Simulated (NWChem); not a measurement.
System: C$_{2}$H$_{6}$AlF; SMILES [CH3][Al]([CH3])[F]

NWChem input:

```
start job
memory heap 200 mb stack 900 mb global 1100 mb
geometry units angstroms noautosym nocenter noautoz
  Al    -0.042394    -0.003553     0.090130
  C      0.801443     1.764126     0.031021
  H      1.884435     1.712089    -0.129932
  H      0.628506     2.313168     0.965972
  H      0.373078     2.377004    -0.772941
  C      0.824728    -1.750654    -0.099474
  H      0.405244    -2.307106    -0.947931
  H      0.658125    -2.370417     0.791378
  H      1.907092    -1.672600    -0.254023
  F     -1.695151    -0.023463     0.330420
end
basis spherical
  * library iglo-ii
end
dft
  xc pbe0
  iterations 150
end
property
  shielding 5 1 2 3 4 10
end
task dft property
```

NWChem printed, in part:

```
             Northwest Computational Chemistry Package (NWChem) 7.3.0
             --------------------------------------------------------

                             Geometry "geometry" -> ""
                             -------------------------

 Output coordinates in angstroms (scale by  1.889725989 to convert to a.u.)

  No.       Tag          Charge          X              Y              Z
 ---- ---------------- ---------- -------------- -------------- --------------
    1 Al                  13.0000    -0.04239400    -0.00355300     0.09013000
    2 C                    6.0000     0.80144300     1.76412600     0.03102100
    3 H                    1.0000     1.88443500     1.71208900    -0.12993200
    4 H                    1.0000     0.62850600     2.31316800     0.96597200
    5 H                    1.0000     0.37307800     2.37700400    -0.77294100
    6 C                    6.0000     0.82472800    -1.75065400    -0.09947400
    7 H                    1.0000     0.40524400    -2.30710600    -0.94793100
    8 H                    1.0000     0.65812500    -2.37041700     0.79137800
    9 H                    1.0000     1.90709200    -1.67260000    -0.25402300
   10 F                    9.0000    -1.69515100    -0.02346300     0.33042000

 Effective nuclear repulsion energy (a.u.)     152.2369732725

                              NWChem Property Module
                              ----------------------

  itol2e modified to match energy
  convergence criterion.

                                 NWChem DFT Module
                                 -----------------

 Summary of "ao basis" -> "ao basis" (spherical)
 ------------------------------------------------------------------------------
       Tag                 Description            Shells   Functions and Types
 ---------------- ------------------------------  ------  ---------------------
 Al                         iglo-ii                 15       35   7s6p2d
 C                          iglo-ii                 10       22   5s4p1d
 H                          iglo-ii                  4        6   3s1p
 F                          iglo-ii                 10       22   5s4p1d

  itol2e modified to match energy
  convergence criterion.

[...]

          -----------------------------------------
          Chemical Shielding Tensors (GIAO, in ppm)
          -----------------------------------------

                                NWChem CPHF Module
                                ------------------

  scftype          =     RHF
  nclosed          =       20
  nopen            =        0
  variables        =     2340
  # of vectors     =        3
  tolerance        = 0.10D-03
  level shift      = 0.00D+00
  max iterations   =       50
  max subspace     =       30

 SCF residual:    1.4433452551022903E-004

Iterative solution of linear equations
  No. of variables     2340
  No. of equations        3
  Maximum subspace       30
        Iterations       50
       Convergence  1.0D-04

   iter   nsub   residual    time
   ----  ------  --------  ---------
     1      3    5.13D-01      60.5
     2      6    3.06D-02      66.5
     3      9    1.31D-03      72.4
     4     12    5.10D-05      78.3

      Atom:    1  Al
        Diamagnetic
    796.7689      0.0199     -0.1388
      0.0199    794.5622     -0.0481
     -0.1388     -0.0481    795.8298

        Paramagnetic
   -548.5841     -2.0339     10.3781
     -2.0339   -300.0386      6.6939
     10.3781      6.6939   -478.1922

        Total Shielding Tensor
    248.1847     -2.0140     10.2392
     -2.0140    494.5236      6.6458
     10.2392      6.6458    317.6376

           isotropic =     353.4486
          anisotropy =     212.0026

          Principal Components and Axis System
                 1           2           3
              494.7837    318.8906    246.6717

      1        -0.0066      0.1442      0.9895
      2         0.9993     -0.0358      0.0119
      3         0.0371      0.9889     -0.1439

      Atom:    2  C
        Diamagnetic
    248.7557      3.0901     -0.3128
      3.0901    252.9714     -0.1938
     -0.3128     -0.1938    245.8905

        Paramagnetic
    -49.8842     -2.4671     -0.3705
     -2.4671    -50.5491      0.3938
     -0.3705      0.3938    -51.6851

        Total Shielding Tensor
    198.8715      0.6230     -0.6833
      0.6230    202.4223      0.2000
     -0.6833      0.2000    194.2053

           isotropic =     198.4997
          anisotropy =       6.0443

          Principal Components and Axis System
                 1           2           3
              202.5292    198.8725    194.0974

      1         0.1661      0.9752      0.1460
      2         0.9861     -0.1627     -0.0347
      3         0.0101     -0.1498      0.9887

      Atom:    3  H
        Diamagnetic
     38.9811      1.5451     -2.1453
      1.5451     27.1560     -0.1115
     -2.1453     -0.1115     24.2983

        Paramagnetic
     -0.2036     -0.9491      0.6268
     -0.9491      2.6602      0.0792
      0.6268      0.0792      4.2128

        Total Shielding Tensor
     38.7775      0.5960     -1.5185
      0.5960     29.8162     -0.0322
     -1.5185     -0.0322     28.5111

           isotropic =      32.3683
          anisotropy =      10.0011

          Principal Components and Axis System
                 1           2           3
               39.0357     29.7798     28.2893

      1         0.9877     -0.0585      0.1452
      2         0.0643      0.9973     -0.0358
      3        -0.1427      0.0447      0.9888

      Atom:    4  H
        Diamagnetic
     25.0274      0.2846     -1.3215
      0.2846     31.2416      6.7636
     -1.3215      6.7636     33.7684

        Paramagnetic
      3.7463     -0.5294      0.3453
     -0.5294      1.5460     -1.6847
      0.3453     -1.6847      1.1219

[...]
```

Level: PBE0/IGLO-II, GIAO. Structure relaxed at the B3LYP/6-31G* (spherical d) level. The output numbers the shielded atoms by their place in the input's list. The printed shielding anisotropy is the first printed principal value minus the mean of the other two.
